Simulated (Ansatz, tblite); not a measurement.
Forces on B8P7H24⁻, a nanocrystal cut from zinc blende BP (hydrogen-capped) at its r2SCAN-D4/def2-SVP geometry. Charge -1, multiplicity 1.

The xTB rows come from tblite. B3LYP takes the VWN-RPA correlation. Single mean-field runs in def2-TZVP are fitted with def2-universal-jkfit.

GFN2-xTB (tblite), largest force 0.53 eV/Å:

```xyz
39
positions Å, forces eV/Å
B    -1.740   -0.280    3.276   -0.101   -0.188    0.165
B     0.917   -2.783   -2.291   -0.015   -0.269   -0.015
B    -0.272   -1.556    0.570    0.148   -0.318    0.214
B     1.239    0.659    2.269    0.163   -0.028   -0.006
B     2.556   -0.582   -0.491    0.098    0.033    0.129
B     0.213    1.555   -0.598    0.249    0.326   -0.028
B    -1.265    2.775    2.128   -0.030    0.268   -0.006
B     1.394    0.273   -3.438    0.056    0.187   -0.186
P    -1.901   -1.199    1.565    0.057    0.262   -0.005
P    -0.490    1.210    3.021   -0.060   -0.041   -0.134
P    -0.611   -2.414   -1.140    0.115    0.208   -0.125
P     2.047   -1.179   -2.291   -0.142    0.037    0.039
P    -1.345    2.375    0.223   -0.015   -0.207    0.171
P    -0.053    1.160   -2.481    0.041   -0.261    0.051
P     0.917    0.019    0.430   -0.031   -0.001   -0.014
H    -2.849    0.082    3.636    0.489   -0.173   -0.108
H    -1.220   -1.110    4.008   -0.281    0.324   -0.211
H     0.512   -3.082   -3.403    0.209    0.090    0.479
H     1.511   -3.682   -1.714   -0.235    0.281   -0.307
H     0.352   -2.369    1.233   -0.215    0.186   -0.186
H     1.681   -0.275    2.921   -0.123    0.435   -0.224
H     1.977    1.630    2.206   -0.257   -0.423    0.098
H     3.013   -1.529    0.132   -0.103    0.416   -0.266
H     3.309    0.376   -0.583   -0.236   -0.442    0.056
H     1.094    2.398   -0.555   -0.274   -0.196   -0.043
H    -2.389    3.044    2.524    0.504   -0.076   -0.145
H    -0.472    3.703    2.201   -0.377   -0.294    0.020
H     0.974   -0.120   -4.515    0.224    0.188    0.442
H     2.262    1.131   -3.519   -0.331   -0.336   -0.075
H    -2.613   -2.422    1.734    0.065    0.431   -0.189
H    -2.839   -0.558    0.705    0.155   -0.362    0.248
H    -0.259    1.672    4.347   -0.064   -0.105   -0.308
H    -1.350   -3.611   -0.914    0.048    0.448   -0.151
H    -1.631   -1.694   -1.825    0.163   -0.370    0.232
H     3.229   -1.612   -2.955   -0.281    0.099    0.146
H    -2.501    1.611   -0.111    0.270    0.378   -0.029
H    -1.685    3.550   -0.508   -0.071   -0.448    0.140
H    -1.292    0.475   -2.640    0.278    0.371   -0.046
H    -0.419    2.361   -3.155   -0.089   -0.431    0.178
```

B3LYP-D4/def2-TZVP (Ansatz), largest force 0.36 eV/Å:

```
B -0.092 -0.068 0.167
B 0.028 -0.181 -0.086
B 0.148 -0.121 0.125
B 0.176 0.000 0.073
B 0.169 0.007 0.089
B 0.187 0.128 0.032
B -0.054 0.180 0.074
B 0.067 0.067 -0.179
P -0.202 -0.115 -0.167
P 0.048 0.060 0.180
P -0.284 -0.038 0.004
P 0.171 -0.056 -0.078
P -0.179 0.029 -0.221
P -0.261 0.106 -0.050
P -0.066 -0.002 -0.031
H 0.310 -0.112 -0.089
H -0.159 0.219 -0.189
H 0.118 0.068 0.313
H -0.169 0.229 -0.169
H -0.202 0.218 -0.194
H -0.112 0.271 -0.170
H -0.197 -0.274 0.034
H -0.109 0.268 -0.177
H -0.194 -0.277 0.027
H -0.272 -0.228 -0.027
H 0.318 -0.059 -0.109
H -0.230 -0.237 -0.018
H 0.126 0.121 0.293
H -0.240 -0.227 0.002
H 0.143 0.228 -0.024
H 0.205 -0.097 0.176
H -0.038 -0.074 -0.212
H 0.150 0.221 -0.038
H 0.228 -0.119 0.128
H -0.190 0.069 0.106
H 0.240 0.128 0.092
H 0.074 -0.216 0.142
H 0.263 0.106 0.043
H 0.081 -0.223 0.129
```

PBE0-D4/def2-TZVP (Ansatz), largest force 0.26 eV/Å:

```
B -0.022 -0.022 0.008
B -0.016 -0.027 -0.004
B 0.059 -0.024 0.039
B 0.003 -0.004 -0.009
B -0.006 0.004 0.008
B 0.067 0.026 0.020
B -0.014 0.026 -0.011
B -0.009 0.022 -0.022
P -0.023 -0.027 -0.081
P 0.024 -0.016 -0.033
P -0.078 0.024 0.034
P -0.011 0.016 0.039
P -0.023 -0.026 -0.081
P -0.078 0.025 0.034
P -0.087 -0.002 -0.041
H 0.237 -0.086 -0.079
H -0.112 0.164 -0.155
H 0.083 0.058 0.244
H -0.130 0.182 -0.116
H -0.142 0.159 -0.139
H -0.093 0.197 -0.133
H -0.156 -0.202 0.017
H -0.093 0.197 -0.133
H -0.155 -0.202 0.017
H -0.193 -0.166 -0.017
H 0.242 -0.052 -0.092
H -0.167 -0.188 -0.023
H 0.088 0.093 0.231
H -0.185 -0.170 0.016
H 0.127 0.199 -0.018
H 0.170 -0.082 0.150
H -0.033 -0.064 -0.185
H 0.134 0.192 -0.033
H 0.192 -0.102 0.105
H -0.165 0.060 0.092
H 0.200 0.110 0.079
H 0.067 -0.188 0.127
H 0.222 0.090 0.034
H 0.074 -0.195 0.112
```
